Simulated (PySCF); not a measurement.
Compound: C5H6F2.
Numbering: `[CH3:1][C@@H:2]([F:3])[C@@H:4]1[CH:5]=[C:6]1[F:7]` (hydrogens: H8, H9, H10 on C1; H11 on C2; H12 on C4; H13 on C5)

Structure used (PBE0-D3(BJ)/def2-SVP), in Å, numbered top down from 1:
```
atom  x, y, z in Å
C1    -1.3063    0.9522   -0.7817
C2    -0.5739    0.3984    0.4179
F3    -1.5072   -0.0369    1.3433
C4     0.3327   -0.7602    0.0790
C5     1.5312   -1.1185    0.9819
C6     1.7682   -0.5866   -0.1683
F7     2.6342   -0.1734   -1.0516
H8    -0.5949    1.3627   -1.5135
H9    -1.8914    0.1591   -1.2723
H10   -1.9969    1.7510   -0.4757
H11    0.0263    1.1895    0.9048
H12   -0.2117   -1.5843   -0.4177
H13    1.8047   -1.5609    1.9335
```

The calculation used PBE0-D3(BJ)/def2-SVP geometry optimisation, gas phase in PySCF.

Take the most abundant isotopes and a rigid rotor. The values belong to one conformer with, in the numbering `[CH3:1][C@@H:2]([F:3])[C@@H:4]1[CH:5]=[C:6]1[F:7]`, C1–C2–C4–C5 157°.

(1) Give the principal moments of inertia and the rotational constants in GHz.

(2) Classify the top.

(3) What does the inertial defect say?

(4) List the rotational levels J(Ka,Kc) to J = 4 (MHz).

(5) Which lines would a microwave search look for?

(6) Estimate the classical rotational partition function at 25 K, 100 K and 500 K.

Answers

(1) Ia = 100.84, Ib = 305.72, Ic = 384.48 u·Å²; 505379 MHz·u·Å²/I gives 5011, 1653 and 1314 MHz, that is A = 5.0115, B = 1.6531, C = 1.3145 GHz.

(2) An asymmetric top. Ray's parameter κ = (2B − A − C)/(A − C) = -0.817; −1 is the prolate and +1 the oblate limit.

(3) Not planar: Δ = Ic − Ia − Ib = -22.09 u·Å². For a rigid frame Δ = −2 Σ m c², so Σ m c² = 11.04 u·Å² lies off the ab plane: 6.14 from hydrogen and 4.91 from heavier atoms. The atom farthest from that plane is 1.60 Å away.

(4) Above 0(0,0):
J = 1: 1(0,1) 2968, 1(1,1) 6326, 1(1,0) 6665
J = 2: 2(0,2) 8878, 2(1,2) 11922, 2(1,1) 12938, 2(2,1) 23013, 2(2,0) 23038
J = 3: 3(0,3) 17684, 3(1,3) 20302, 3(1,2) 22333, 3(2,2) 31916, 3(2,1) 32037, 3(3,1) 49569, 3(3,0) 49570
J = 4: 4(0,4) 29318, 4(1,4) 31450, 4(1,3) 34828, 4(2,3) 43767, 4(2,2) 44124, 4(3,2) 61485, 4(3,1) 61492, 4(4,1) 86137, 4(4,0) 86137
Those of J = 1 are B + C, A + C and A + B.

(5) The dipole components are |μa| = 0.77 D, |μb| = 0.33 D, |μc| = 0.09 D. Intensities carry the squares of the components, which stand as 1.00 : 0.18 : 0.01 (a : b : c). Some of the stronger lines:

```tsv
type	branch	J(Ka,Kc)	MHz	lower level (cm⁻¹)
a	Q	1(1,0) ← 1(1,1)	339	0.211
a	Q	2(1,1) ← 2(1,2)	1016	0.398
b	R	2(0,2) ← 1(1,1)	2552	0.211
a	R	1(0,1) ← 0(0,0)	2968	0.000
b	Q	1(1,0) ← 1(0,1)	3697	0.099
b	Q	2(1,1) ← 2(0,2)	4060	0.296
a	R	2(1,2) ← 1(1,1)	5596	0.211
a	R	2(0,2) ← 1(0,1)	5911	0.099
a	R	2(1,1) ← 1(1,0)	6274	0.222
b	R	1(1,1) ← 0(0,0)	6326	0.000
b	R	2(1,2) ← 1(0,1)	8955	0.099
b	Q	2(2,0) ← 2(1,1)	10100	0.432
b	Q	2(2,1) ← 2(1,2)	11091	0.398
b	R	2(2,1) ← 1(1,0)	16349	0.222
b	R	2(2,0) ← 1(1,1)	16712	0.211
```

(6) Point group C1, symmetry number σ = 1; q = (√π/σ)·√((kT/h)³/(ABC)), k/h = 20836.6 MHz/K: 6390 at 25 K, 51100 at 100 K, 571000 at 500 K.

No frequency check. No vibrational averaging or centrifugal distortion is included, and the geometry carries the error of its method. A rigid rotor knows nothing of internal rotation, which can split or shift real lines.
